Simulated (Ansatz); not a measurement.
Species: CH5In, SMILES `[CH3][InH2]` (charge 0, multiplicity 1), formula CH5In.

**Question.** How many basis functions does frozen-core CCSD(T)/def2-TZVPP // B3LYP-D3(BJ)/def2-TZVP (Ansatz, a program for electronic structure) use, how many core orbitals are frozen, and how many electrons are correlated?

**Answer.** 151 basis functions and 5 frozen orbitals, which leaves 22 correlated electrons (filled d shells below the valence shell are correlated). Core time is of the order of seconds.
